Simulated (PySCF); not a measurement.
Stepwise substitution at one centre (Si Br-OH). Gas-phase values, no solvent. One relaxed conformer stands for each flexible species; it need not be the lowest. Strings in code marks are SMILES.

Level of theory: PBE0-D4/def2-TZVP in PySCF. All candidates: neutral, multiplicity 1. Delta-SCF ions had no search for a lower state. Excitations are Tamm–Dancoff values on a coarser integration grid. The basis has no diffuse functions, so Rydberg states are missing or too high.

```json
{
  "LUMO": "-1.64 eV",
  "S1 excitation (TDA)": "5.77 eV",
  "vertical ionisation energy (Delta-SCF)": "10.46 eV"
}
```

Question: Name which member has these values.
A. `Br[Si](Br)(Br)Br`
B. `O[Si](O)(Br)Br` (H–O–Si–Br torsion -66°, Br–Si–O–H torsion -46°)
C. `O[Si](Br)(Br)Br` (H–O–Si–Br torsion 180°)

Answer: A, `Br[Si](Br)(Br)Br`. The others give `O[Si](O)(Br)Br` (H–O–Si–Br torsion -66°, Br–Si–O–H torsion -46°): -0.20 eV, 6.89 eV, 10.51 eV; `O[Si](Br)(Br)Br` (H–O–Si–Br torsion 180°): -0.97 eV, 6.21 eV, 10.42 eV
